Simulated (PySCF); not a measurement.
Job file and geometry (Å, from GFN2-xTB) of an NMR shielding run on SMILES ClB(Cl)[C@@H]1[C@@H]2CC[C@@H]21, C$_{5}$H$_{7}$BCl$_{2}$, GIAO PBE0/pcSseg-1 NMR shielding, non-relativistic, gas phase in PySCF; density fitting, a coarse starting grid and PySCF grid level 2 are the driver's defaults:

```
$ OMP_NUM_THREADS=1 python probes_run.py task.json out

{"job": {"kind": "nmr", "xc": "PBE0", "basis": "pcSseg-1"}, "charge": 0, "multiplicity": 1}
Cl     2.735339    -0.893967    -1.323388
B      1.920055     0.239135    -0.315770
Cl     2.334895     1.900567    -0.473362
C      0.880154    -0.255648     0.755692
C     -0.383319    -1.026240     0.454559
C     -0.991876    -0.532371    -0.852182
C     -1.090464     0.884364    -0.246144
C     -0.469132     0.355505     1.040667
H      1.361185    -0.621384     1.662991
H     -0.584689    -1.986298     0.899811
H     -0.355834    -0.637457    -1.729924
H     -1.963609    -0.972555    -1.061871
H     -0.527627     1.667240    -0.750883
H     -2.117988     1.213877    -0.112855
H     -0.751504     0.673222     2.030747
```

**Question.** Write the output of this run.

**Answer.** 
```
coarse grid: 14104 points
cycle   1  E = -1139.2991317815  dE =  1.338e+00  |g| = 3.771e-01  |ddm| = 3.602e+00
cycle   2  E = -1139.2912992187  dE =  7.833e-03  |g| = 4.391e-01  |ddm| = 7.597e-01
cycle   3  E = -1139.3394334067  dE = -4.813e-02  |g| = 4.795e-02  |ddm| = 4.230e-01
cycle   4  E = -1139.3398413155  dE = -4.079e-04  |g| = 2.436e-02  |ddm| = 6.593e-02
cycle   5  E = -1139.3399730312  dE = -1.317e-04  |g| = 5.778e-03  |ddm| = 2.473e-02
cycle   6  E = -1139.3399803198  dE = -7.289e-06  |g| = 1.648e-03  |ddm| = 6.556e-03
final grid: 128344 points
cycle   7  E = -1139.3845552048  dE = -5.340e-05  |g| = 9.579e-03  |ddm| = 4.425e-02
cycle   8  E = -1139.3845397595  dE =  1.545e-05  |g| = 1.235e-02  |ddm| = 2.150e-02
cycle   9  E = -1139.3845781997  dE = -3.844e-05  |g| = 8.768e-04  |ddm| = 1.253e-02
cycle  10  E = -1139.3845783190  dE = -1.193e-07  |g| = 2.555e-04  |ddm| = 1.190e-03
cycle  11  E = -1139.3845783350  dE = -1.597e-08  |g| = 6.332e-05  |ddm| = 2.928e-04
cycle  12  E = -1139.3845783360  dE = -9.634e-10  |g| = 2.473e-05  |ddm| = 8.468e-05
converged SCF energy = -1139.3845783360

GIAO shielding tensors (ppm)
atom      isotropic    diamagn.    paramagn.     s11        s22        s33       span
  0 Cl     646.474    1146.687    -500.213    328.172    720.284    890.966    562.794
  1 B       36.797     188.024    -151.227     -8.165     34.410     84.146     92.310
  2 Cl     640.900    1146.810    -505.910    326.483    704.924    891.293    564.811
  3 C      161.315     254.199     -92.884    135.330    139.408    209.208     73.878
  4 C      163.132     250.707     -87.575    135.614    151.865    201.919     66.305
  5 C      163.050     248.351     -85.300    151.951    159.721    177.479     25.527
  6 C      163.751     247.979     -84.228    154.586    159.518    177.150     22.565
  7 C      164.675     250.862     -86.187    137.913    151.338    204.774     66.861
  8 H       31.414      30.735       0.679     25.272     28.161     40.808     15.536
  9 H       29.784      32.040      -2.256     23.918     26.603     38.830     14.912
 10 H       30.388      29.683       0.705     25.220     30.132     35.812     10.592
 11 H       29.637      29.899      -0.262     25.561     26.799     36.551     10.990
 12 H       30.088      29.689       0.399     24.420     30.429     35.415     10.995
 13 H       29.596      29.876      -0.280     25.592     26.783     36.412     10.820
 14 H       29.873      31.939      -2.066     23.983     26.564     39.073     15.091
```

Size and cost of the density-fitted run: 185 basis functions, 110 s wall time (74 s CPU) on 1 thread of an Intel Xeon, shared host; peak memory 0.82 GiB.
